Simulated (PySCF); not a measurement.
Job file and geometry (Å, from GFN2-xTB) of an NMR shielding run on `CC(C)=COB(N)N`, C₄H₁₁BN₂O, GIAO PBE0/pcSseg-1 NMR shielding, non-relativistic, gas phase (PySCF); density fitting, a coarse starting grid and PySCF grid level 2 are the driver's defaults:

```
$ OMP_NUM_THREADS=1 python probes_run.py task.json out

{"job": {"kind": "nmr", "xc": "PBE0", "basis": "pcSseg-1"}, "charge": 0, "multiplicity": 1}
C     -1.782378    -1.503956     0.193648
C     -1.473792    -0.079228    -0.158440
C     -2.652259     0.802882    -0.439078
C     -0.227344     0.382707    -0.221495
O      0.860031    -0.399222    -0.010478
B      2.122024     0.072310     0.279007
N      2.408320     1.424071     0.580855
N      3.147179    -0.896417     0.270369
H     -2.405844    -1.549351     1.087037
H     -2.326719    -1.987051    -0.617864
H     -0.860595    -2.048182     0.375374
H     -3.237565     0.399397    -1.265330
H     -3.304229     0.851526     0.433274
H     -2.337516     1.811089    -0.695460
H     -0.035264     1.419599    -0.483404
H      1.701972     2.126318     0.695121
H      3.327137     1.741456     0.824187
H      2.963131    -1.853348     0.036683
H      4.103908    -0.705351     0.496802
```

Q: Write the output of this run.

A: 
```
coarse grid: 15464 points
cycle   1  E = -368.1001073299  dE =  1.057e+00  |g| = 7.520e-01  |ddm| = 3.779e+00
cycle   2  E = -368.0396435355  dE =  6.046e-02  |g| = 9.584e-01  |ddm| = 1.284e+00
cycle   3  E = -368.2176618600  dE = -1.780e-01  |g| = 1.135e-01  |ddm| = 7.662e-01
cycle   4  E = -368.2197024239  dE = -2.041e-03  |g| = 4.271e-02  |ddm| = 9.919e-02
cycle   5  E = -368.2200211768  dE = -3.188e-04  |g| = 1.518e-02  |ddm| = 3.924e-02
cycle   6  E = -368.2200734375  dE = -5.226e-05  |g| = 4.108e-03  |ddm| = 1.570e-02
cycle   7  E = -368.2200771734  dE = -3.736e-06  |g| = 1.080e-03  |ddm| = 3.805e-03
final grid: 148328 points
cycle   8  E = -368.2691777008  dE = -3.661e-05  |g| = 1.248e-02  |ddm| = 3.143e-02
cycle   9  E = -368.2691508097  dE =  2.689e-05  |g| = 1.741e-02  |ddm| = 1.806e-02
cycle  10  E = -368.2692081188  dE = -5.731e-05  |g| = 2.097e-03  |ddm| = 1.118e-02
cycle  11  E = -368.2692090464  dE = -9.276e-07  |g| = 2.717e-04  |ddm| = 1.813e-03
cycle  12  E = -368.2692090574  dE = -1.101e-08  |g| = 1.661e-04  |ddm| = 3.379e-04
cycle  13  E = -368.2692090641  dE = -6.710e-09  |g| = 3.169e-05  |ddm| = 1.571e-04
cycle  14  E = -368.2692090643  dE = -2.199e-10  |g| = 8.401e-06  |ddm| = 2.822e-05
converged SCF energy = -368.2692090643

GIAO shielding tensors (ppm)
atom      isotropic    diamagn.    paramagn.     s11        s22        s33       span
  0 C      169.762     247.371     -77.609    152.187    171.831    185.266     33.079
  1 C       67.524     263.482    -195.958    -34.668     78.672    158.567    193.235
  2 C      164.505     246.002     -81.497    152.067    153.026    188.422     36.355
  3 C       46.951     255.744    -208.793    -46.836     90.524     97.164    144.000
  4 O      192.751     399.173    -206.422    127.959    141.173    309.121    181.163
  5 B       80.479     194.750    -114.271     59.436     84.580     97.422     37.987
  6 N      226.224     318.548     -92.324    199.665    221.230    257.775     58.110
  7 N      220.602     316.863     -96.261    192.428    204.072    265.306     72.878
  8 H       30.429      29.771       0.658     26.623     27.888     36.776     10.153
  9 H       30.416      29.508       0.908     26.514     27.860     36.873     10.359
 10 H       28.778      32.024      -3.246     23.051     29.847     33.436     10.385
 11 H       30.019      28.504       1.515     26.154     27.818     36.085      9.931
 12 H       30.030      28.831       1.199     26.333     27.763     35.994      9.661
 13 H       30.129      30.682      -0.554     25.958     29.156     35.272      9.314
 14 H       25.275      35.827     -10.552     21.289     23.676     30.861      9.572
 15 H       29.998      34.060      -4.062     22.602     28.436     38.957     16.355
 16 H       30.182      30.412      -0.230     23.595     27.378     39.574     15.979
 17 H       29.923      32.392      -2.469     23.195     27.531     39.043     15.848
 18 H       30.274      29.746       0.528     23.610     27.653     39.558     15.948
```

Size and cost of the density-fitted run: 191 basis functions, 66 s wall time on 1 thread of an Arm Neoverse N1, shared host; peak memory 0.84 GiB.
